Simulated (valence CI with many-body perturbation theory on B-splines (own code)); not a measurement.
**Cs²¹⁺: calculated level list**

Computed by relativistic CI+MBPT: six valence electrons over a frozen Dirac-Fock core [Ar] 3d10, radial functions for each j: 9 s, 9 p, 8 d, 6 f, 3 g, 1 h, with the one-electron correlation potential Σ1, the two-electron term Σ2, the three-electron term Σ3, Breit, model QED; selected CI, second order for the rest, scaled by the run's own slope (own B-spline code, finite nucleus).

No measured spectrum was set against this ion. As an estimate, levels hold to about 250 cm⁻¹ or 0.2 % of their energy and the worst to 1 %, as in measured heavy ions of charge 2 to 7; those with d or f electrons hold less well. Among the levels kept, up to 970 cm⁻¹ of a level comes from second order outside the variational space, and about a tenth of that is noise between levels of different J, which matters for small intervals.

Levels 1 to 39 of 39, with energies above the lowest level, (4s^2 4p1/2^2 4p3/2^2) J=2. "Leading %" is the weight of the configuration and term that name the level; weights of strongly mixed levels are sums over their largest components and can fall short. In the jj column 3d3/2^4 stands for four electrons in 3d with j = 3/2.

| No. | Configuration | Term | J | E (cm⁻¹) | Leading % | g | Leading jj | Second component |
| --- | --- | --- | --- | --- | --- | --- | --- | --- |
| 1 | 4s²4p⁴ | ³P | 2 | 0 | 74 | 1.377 | 4s^2 4p1/2^2 4p3/2^2 (97 %) | 24 % 4s²4p⁴ ¹D |
| 2 | 4s²4p⁴ | ¹S | 0 | 40873 | 51 |  | 4s^2 4p1/2^2 4p3/2^2 (96 %) | 47 % 4s²4p⁴ ³P |
| 3 | 4s²4p⁴ | ³P | 1 | 134570 | 98 | 1.500 | 4s^2 4p1/2 4p3/2^3 (98 %) |  |
| 4 | 4s²4p⁴ | ¹D | 2 | 158420 | 74 | 1.120 | 4s^2 4p1/2 4p3/2^3 (97 %) | 24 % 4s²4p⁴ ³P |
| 5 | 4s²4p⁴ | ³P | 0 | 312940 | 51 |  | 4s^2 4p3/2^4 (95 %) | 46 % 4s²4p⁴ ¹S |
| 6 | 4s4p⁵ | ³P° | 2 | 565660 | 86 | 1.497 | 4s 4p1/2^2 4p3/2^3 (86 %) | 12 % 4s²4p³4d ³P° |
| 7 | 4s4p⁵ | ³P° | 1 | 610210 | 54 | 1.328 | 4s 4p1/2^2 4p3/2^3 (68 %) | 24 % 4s4p⁵ ¹P° |
| 8 | 4s4p⁵ | ³P° | 0 | 696150 | 47 |  | 4s 4p1/2 4p3/2^4 (47 %) | 25 % 4s²4p³4d ⁵D° |
| 9 | 4s²4p³4d | ³F° | 2 | 699980 | 31 | 1.060 | 4s^2 4p1/2^2 4p3/2 4d3/2 (89 %) | 23 % 4s²4p³4d ⁵D° |
| 10 | 4s²4p³4d | ⁵D° | 3 | 708470 | 36 | 1.252 | 4s^2 4p1/2^2 4p3/2 4d3/2 (72 %) | 21 % 4s²4p³4d ³F° |
| 11 | 4s4p⁵ | ³P° | 0 | 715880 | 36 |  | 4s^2 4p1/2^2 4p3/2 4d3/2 (56 %) | 31 % 4s²4p³4d ³P° |
| 12 | 4s²4p³4d | ⁵D° | 1 | 720820 | 51 | 1.345 | 4s^2 4p1/2^2 4p3/2 4d3/2 (69 %) | 16 % 4s²4p³4d ³P° |
| 13 | 4s²4p³4d | ⁵D° | 4 | 731790 | 49 | 1.339 | 4s^2 4p1/2^2 4p3/2 4d5/2 (89 %) | 35 % 4s²4p³4d ³F° |
| 14 | 4s4p⁵ | ¹P° | 1 | 749970 | 45 | 1.173 | 4s 4p1/2 4p3/2^4 (58 %) | 22 % 4s4p⁵ ³P° |
| 15 | 4s²4p³4d | ⁵D° | 2 | 752570 | 38 | 1.308 | 4s^2 4p1/2^2 4p3/2 4d5/2 (71 %) | 19 % 4s²4p³4d ³D° |
| 16 | 4s²4p³4d | ³G° | 3 | 785560 | 32 | 1.081 | 4s^2 4p1/2^2 4p3/2 4d5/2 (49 %) | 20 % 4s²4p³4d ⁵D° |
| 17 | 4s²4p³4d | ³D° | 1 | 808180 | 68 | 0.792 | 4s^2 4p1/2^2 4p3/2 4d5/2 (50 %) | 20 % 4s²4p³4d ³P° |
| 18 | 4s²4p³4d | ³F° | 2 | 818860 | 46 | 0.987 | 4s^2 4p1/2 4p3/2^2 4d3/2 (90 %) | 33 % 4s²4p³4d ³D° |
| 19 | 4s²4p³4d | ¹S° | 0 | 822410 | 55 |  | 4s^2 4p1/2 4p3/2^2 4d3/2 (71 %) | 33 % 4s²4p³4d ⁵D° |
| 20 | 4s²4p³4d | ³F° | 3 | 831600 | 61 | 1.138 | 4s^2 4p1/2 4p3/2^2 4d3/2 (76 %) | 16 % 4s²4p³4d ⁵D° |
| 21 | 4s²4p³4d | ³D° | 1 | 833900 | 74 | 0.703 | 4s^2 4p1/2 4p3/2^2 4d3/2 (50 %) | 13 % 4s²4p³4d ⁵D° |
| 22 | 4s²4p³4d | ³D° | 3 | 845120 | 66 | 1.274 | 4s^2 4p1/2 4p3/2^2 4d5/2 (86 %) | 15 % 4s²4p³4d ⁵D° |
| 23 | 4s²4p³4d | ³G° | 4 | 850580 | 62 | 1.192 | 4s^2 4p1/2 4p3/2^2 4d5/2 (62 %) | 28 % 4s²4p³4d ⁵D° |
| 24 | 4s²4p³4d | ³F° | 4 | 859020 | 53 | 1.179 | 4s^2 4p1/2 4p3/2^2 4d3/2 (49 %) | 34 % 4s²4p³4d ¹G° |
| 25 | 4s²4p³4d | ³F° | 4 | 876910 | 45 | 1.125 | 4s^2 4p1/2 4p3/2^2 4d5/2 (79 %) | 42 % 4s²4p³4d ¹G° |
| 26 | 4s²4p³4d | ³F° | 2 | 882150 | 47 | 0.909 | 4s^2 4p1/2 4p3/2^2 4d3/2 (82 %) | 31 % 4s²4p³4d ¹D° |
| 27 | 4s²4p³4d | ³G° | 5 | 884780 | 98 | 1.199 | 4s^2 4p1/2 4p3/2^2 4d5/2 (98 %) |  |
| 28 | 4s²4p³4d | ³P° | 1 | 902310 | 21 | 1.259 | 4s^2 4p1/2 4p3/2^2 4d5/2 (51 %) | 20 % 4s²4p³4d ³D° |
| 29 | 4s²4p³4d | ³P° | 0 | 913910 | 55 |  | 4s^2 4p1/2 4p3/2^2 4d5/2 (64 %) | 30 % 4s²4p³4d ¹S° |
| 30 | 4s²4p³4d | ³D° | 2 | 922610 | 49 | 1.249 | 4s^2 4p1/2 4p3/2^2 4d5/2 (87 %) | 18 % 4s²4p³4d ³P° |
| 31 | 4s²4p³4d | ³P° | 2 | 929450 | 46 | 1.205 | 4s^2 4p1/2 4p3/2^2 4d3/2 (43 %) | 15 % 4s²4p³4d ³F° |
| 32 | 4s²4p³4d | ³F° | 3 | 938560 | 47 | 1.128 | 4s^2 4p1/2 4p3/2^2 4d5/2 (86 %) | 28 % 4s²4p³4d ³D° |
| 33 | 4s²4p³4d | ³D° | 3 | 943520 | 63 | 1.173 | 4s^2 4p1/2 4p3/2^2 4d5/2 (44 %) | 18 % 4s²4p³4d ³G° |
| 34 | 4s²4p³4d | ³P° | 1 | 948230 | 53 | 1.278 | 4s^2 4p1/2 4p3/2^2 4d3/2 (62 %) | 17 % 4s²4p³4d ¹P° |
| 35 | 4s²4p³4d | ³D° | 2 | 952190 | 33 | 1.131 | 4s^2 4p1/2 4p3/2^2 4d5/2 (51 %) | 29 % 4s²4p³4d ³P° |
| 36 | 4s²4p³4d | ³S° | 1 | 968500 | 58 | 1.599 | 4s^2 4p1/2 4p3/2^2 4d5/2 (52 %) | 20 % 4s²4p³4d ¹P° |
| 37 | 4s²4p³4d | ¹F° | 3 | 969170 | 42 | 1.112 | 4s^2 4p1/2 4p3/2^2 4d3/2 (41 %) | 22 % 4s²4p³4d ³D° |
| 38 | 4s²4p³4d | ¹P° | 1 | 1000800 | 44 | 0.903 | 4s^2 4p1/2 4p3/2^2 4d3/2 (60 %) | 33 % 4s²4p³4d ³D° |
| 39 | 4s²4p³4d | ¹D° | 2 | 1006800 | 43 | 1.146 | 4s^2 4p1/2 4p3/2^2 4d5/2 (71 %) | 29 % 4s²4p³4d ³D° |

Where two levels of one J and parity lie close, their mixing, g and order are uncertain.

The ionisation energy to 4s²4p³ ⁴S°3/2 of the next ion comes out as 667.27 eV (NIST: 666 ± 4 eV (theoretical)). All 39 levels together are meant to be complete up to 1007100 cm⁻¹.
